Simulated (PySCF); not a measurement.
Computed IR spectrum (relative IR intensity) of a molecule C₃H₄FNSSi. Coordinates come from a PBE-D3(BJ)/def2-SVP optimisation. Other conformers were not sampled. Method: PySCF with PBE-D3(BJ)/def2-SVP. Frequencies are harmonic and unscaled.

```csv
ν (cm⁻¹),relative intensity
350,3.4
402,3.7
553,3.9
573,9.1
616,13
688,17
754,3.0
782,12
866,100
894,50
906,19
913,18
1168,3.8
1226,41
1291,13
1473,26
1519,58
2173,38
2180,45
2188,40
```

**Question.** Identify the compound among the candidates.
A) Fc1scnc1[SiH3]
B) Fc1cnc([SiH3])s1
C) Fc1ncsc1[SiH3]
D) Fc1nc([SiH3])cs1

**Answer.** A, Fc1scnc1[SiH3]
